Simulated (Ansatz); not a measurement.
Results of the Gaussian-basis code of Ansatz.

A structure relaxed at PBE0-D4/def2-TZVP, charge 0, multiplicity 1:

```tsv
atom	x (Å)	y (Å)	z (Å)
C1	-3.002	-2.336	0.691
C2	-2.066	-2.361	-0.506
C3	-0.610	-2.082	-0.158
C4	-0.366	-0.683	0.390
C5	1.106	-0.307	0.537
C6	1.838	-1.239	1.492
C7	1.280	1.139	1.002
C8	0.651	2.214	0.125
C9	1.143	2.220	-1.313
C10	0.575	3.374	-2.121
H11	-3.039	-1.348	1.157
H12	-2.679	-3.049	1.455
H13	-4.022	-2.599	0.402
H14	-2.404	-1.629	-1.250
H15	-2.133	-3.340	-0.993
H16	-0.268	-2.834	0.562
H17	0.004	-2.219	-1.057
H18	-0.855	0.034	-0.279
H19	-0.853	-0.569	1.366
H20	1.575	-0.408	-0.451
H21	1.832	-2.274	1.144
H22	2.882	-0.936	1.609
H23	1.374	-1.218	2.484
H24	2.354	1.342	1.090
H25	0.874	1.225	2.018
H26	-0.441	2.119	0.132
H27	0.863	3.192	0.574
H28	2.239	2.268	-1.319
H29	0.880	1.274	-1.800
H30	-0.518	3.332	-2.151
H31	0.935	3.362	-3.152
H32	0.854	4.337	-1.682
```

Task: Give its formula and SMILES.

Result: C10H22, `CCCCC(C)CCCC`.

Task: Point group (tolerance 0.08 Å, 0.16 Å for H)?

Result: C1.

Task: Summarise the bond lengths by kind.

Result: 9 × C–C 1.519 to 1.529 Å; 22 × C–H 1.092 to 1.098 Å.
